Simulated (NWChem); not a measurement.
Molecule: TiF3, doublet; SMILES [F][Ti]([F])[F]

In the optimisation the excess spin sits in a' (C3h, its own frame). This spin state was assumed; another may lie lower.

Question: Give the equilibrium geometry at PBE-D3(BJ)/def2-SVP, spin-unrestricted (NWChem) as a Z-matrix, with the point group.

Answer: point group D3h; any orientation.
```
Ti
F 1 1.7610
F 1 1.7610 2 120.00
F 1 1.7610 2 120.00 3 180.00
```
